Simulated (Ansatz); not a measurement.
Relaxation of a periodic cell of 17 atoms, Si₁₆O (host Si, host structure diamond, interstitial O), to a largest force component of 0.03 eV/Å in at most 60 steps.

Method: DFT PBE, scalar-relativistic, plane waves, PAW (Ansatz). Settings: PAW set soft_1, cutoff 420 eV, k mesh 2x2x2, gaussian smearing 0.02 eV, spin collinear.

```xyz
17
Lattice="0.0000 5.4300 5.4300 5.4300 0.0000 5.4300 5.4300 5.4300 0.0000" Properties=species:S:1:pos:R:3
Si 0.000 0.000 0.000
Si 1.357 1.357 1.357
Si 2.715 2.715 0.000
Si 4.072 4.072 1.357
Si 2.715 0.000 2.715
Si 4.072 1.357 4.072
Si 5.430 2.715 2.715
Si 6.787 4.072 4.072
Si 0.000 2.715 2.715
Si 1.357 4.072 4.072
Si 2.715 5.430 2.715
Si 4.072 6.787 4.072
Si 2.715 2.715 5.430
Si 4.072 4.072 6.787
Si 5.430 5.430 5.430
Si 6.787 6.787 6.787
O 8.058 5.431 5.380
```

Task: Where does it end, and by what steps?

Result: It converged. Limits of this set-up: coarse k mesh. After 14 steps the energy has fallen by 3.483 eV; O17 moved furthest, 1.35 Å. Parted: Si8–Si15 (2.35 → 2.94 Å). Joined: Si15–O17 (2.63 → 1.66 Å).

| step | energy less start (eV) | largest force component (eV/Å) | accepted |
| --- | --- | --- | --- |
| 0 | 0.0000 | 0.464 | yes |
| 1 | -0.0831 | 0.394 | yes |
| 2 | -0.5972 | 1.173 | yes |
| 3 | -0.9368 | 0.949 | yes |
| 4 | -1.1416 | 0.345 | yes |
| 5 | -1.2691 | 0.302 | yes |
| 6 | -1.4387 | 0.853 | yes |
| 7 | -1.6688 | 0.805 | yes |
| 8 | -1.8367 | 1.834 | yes |
| 9 | -2.1718 | 1.538 | yes |
| 10 | -2.9453 | 1.848 | yes |
| 11 | -3.4448 | 0.550 | yes |
| 12 | -3.4804 | 0.180 | yes |
| 13 | -3.2821 | 1.144 | no |
| 14 | -3.4831 | 0.016 | yes |

```xyz
17
Lattice="0.0000 5.4300 5.4300 5.4300 0.0000 5.4300 5.4300 5.4300 0.0000" Properties=species:S:1:pos:R:3
Si 0.034 -0.026 0.020
Si 1.473 1.248 1.370
Si 2.774 2.670 0.034
Si 4.035 4.138 1.388
Si 3.023 -0.114 2.512
Si 4.088 1.313 4.093
Si 5.342 2.927 2.928
Si 7.129 4.017 3.919
Si 0.139 2.603 2.759
Si 1.406 4.033 4.126
Si 2.678 5.472 2.776
Si 4.102 6.768 4.111
Si 2.741 2.656 5.484
Si 4.357 3.908 6.648
Si 5.450 5.694 5.657
Si 6.746 7.019 7.065
O 6.841 5.405 4.791
```

Run time: 110 s on 2 threads of Intel(R) Xeon(R) 6975P-C (Granite Rapids), with other jobs on the host, peak memory 0.7 GiB.
